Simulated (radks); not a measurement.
Exchange energies: the exact (Fock) value of the Kohn-Sham orbitals and density-functional approximations, as 100 (|E| - |E exact|)/|E exact|, negative where the magnitude is too small. Species: Sr2+ [Kr]; Os3+ [Xe] 4f14 5d5; Sb [Kr] 4d10 5s2 5p3. All-electron calculation, non-relativistic Kohn-Sham, exchange-only PBE, spin-polarised, spherical densities, point nucleus. Program: a radial shooting solver on a logarithmic mesh with Libxc functionals. Every spin shell is full or empty, so the densities are truly spherical. Functionals are evaluated on that one density, not self-consistently.

functional	Sr2+	Os3+	Sb
exact (hartree)	-101.611	-316.140	-163.701
LDA	-5.45	-3.84	-4.82
revPBE	-0.26	-0.19	-0.30
PW91	-0.01	+0.11	-0.01
OPTX	+0.91	+1.91	+1.24
AM05	-5.02	-3.62	-4.50
G96	+0.32	+0.53	+0.34
revTPSS	-0.84	-0.84	-0.93
r2SCAN	-0.04	-0.12	-0.11
